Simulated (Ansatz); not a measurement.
Relaxation of H4O2Zn (7 atoms, charge 0, multiplicity 1), to a largest force component of 0.03 eV/Å in at most 50 steps.

All numbers below come from RKS r2SCAN/def2-SVP (Ansatz 0.2.0).

```xyz
7
Properties=species:S:1:pos:R:3:forces:R:3
Zn 0.862 -0.372 -0.451 0.22 0.04 0.69
O -0.165 0.232 2.278 0.74 -0.28 -0.49
H -0.568 -0.586 2.598 0.01 0.01 -0.01
O -0.354 -0.225 -1.718 -0.03 -0.02 -0.10
H -0.076 -0.519 -2.595 -0.02 0.02 0.04
H 1.928 -0.518 0.672 -0.20 -0.02 -0.43
H 0.752 -0.053 2.043 -0.72 0.24 0.30
```

Task: Where does it end, and by what steps?

Result: The forces met the threshold. After 17 steps the energy has fallen by 0.733 eV; H3 moved furthest, 1.71 Å. Joined: Zn1–O2 (2.98 → 2.18 Å).

| step | energy less start (eV) | largest force component (eV/Å) | accepted |
| --- | --- | --- | --- |
| 0 | 0.0000 | 0.737 | yes |
| 1 | -0.0496 | 1.597 | yes |
| 2 | -0.1387 | 2.072 | yes |
| 3 | -0.2700 | 1.465 | yes |
| 4 | -0.3628 | 0.677 | yes |
| 5 | -0.4080 | 0.476 | yes |
| 6 | -0.4339 | 1.074 | yes |
| 7 | -0.4802 | 1.116 | yes |
| 8 | -0.5381 | 0.795 | yes |
| 9 | -0.5942 | 0.377 | yes |
| 10 | -0.6503 | 0.852 | yes |
| 11 | -0.6832 | 1.036 | yes |
| 12 | -0.7134 | 0.514 | yes |
| 13 | -0.7183 | 0.292 | yes |
| 14 | -0.7309 | 0.176 | yes |
| 15 | -0.7322 | 0.195 | yes |
| 16 | -0.7332 | 0.039 | yes |
| 17 | -0.7335 | 0.029 | yes |

```xyz
7
Properties=species:S:1:pos:R:3
Zn 1.296 -0.334 -0.051
O 0.069 0.164 1.687
H -0.638 0.017 1.003
O -0.426 -0.479 -0.637
H -0.667 -0.518 -1.567
H 2.813 -0.369 0.037
H -0.069 -0.521 2.355
```

Whether the end is a true minimum wasn't checked by a vibrational analysis.

Time of the run: 25 s on 2 threads of Intel(R) Xeon(R) Platinum 8488C (Sapphire Rapids), on a shared host, peak memory 0.18 GiB.
